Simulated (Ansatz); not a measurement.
Molecule: sum formula BeHSBr (charge 0, singlet). SMILES: [SH][Be][Br]
Coordinates optimised at B3LYP-D3(BJ)/def2-TZVP (Ansatz, an electronic-structure program):
```xyz
4

Be    -0.4605     0.4338     0.1403
Br     0.9483    -0.8534    -0.3129
S     -1.8126     1.7019     0.5556
H     -2.3446     0.9031     1.5007
```

Computed values are from Ansatz. Correlated levels leave the core frozen unless marked. UHF or UKS for open shells. No spin-orbit coupling. Frozen are the shells of the preceding noble gas and the d and f shells that filled before the atom's block. No relativistic terms. Basis-set limits of correlation are two-point, X^-3; Hartree-Fock from the larger set. [CCSD(T)-MP2]/basis is that difference in the basis named.

What is the T1 diagnostic at CCSD/def2-QZVPPD?

0.010.

What is the total energy at CCSD(T)/CBS(def2-TZVPPD,def2-QZVPPD)?

-2985.8605 Eh.

What is the vertical triplet-singlet gap at RI-MP2/CBS(def2-TZVPPD,def2-QZVPPD)+[CCSD(T)-MP2]/def2-TZVPPD?

5.58 eV.

What is the dipole moment at CCSD(T)/def2-SVPD?

0.74 D.

What is the atomisation energy De at CCSD(T)/CBS(def2-TZVPPD,def2-QZVPPD)?

270.8 kcal/mol.
